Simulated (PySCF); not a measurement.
Computed shifts of a molecule C₂H₄BFO₂, PBE0/pcSseg-1 (PySCF), GIAO, gas phase, equivalent atoms averaged, in ppm (number of nuclei): ¹³C: 237.4 (1), 37.9 (1). ¹⁹F: -131.5 (1). ¹H: 6.88 (1), 2.81 (3). References: ¹³C against TMS (σ = 186.3 ppm); ¹⁷O against H2O (σ = 334.2 ppm); ¹¹B against BF3 (σ = 88.8 ppm); ¹⁹F against CFCl3 (σ = 167.2 ppm); ¹H against TMS (σ = 31.56 ppm), references at their B3LYP-D3(BJ)/def2-TZVP geometries, non-relativistic. The structure is a stationary point at B3LYP-D3(BJ)/def2-SVP. One conformer was computed; it need not be the lowest.

Problem. Which structure fits?
A. C=COB(O)F
B. C=C(F)B(O)O
C. CC(=O)B(O)F
D. CB(F)C(=O)O

Solution. C, CC(=O)B(O)F
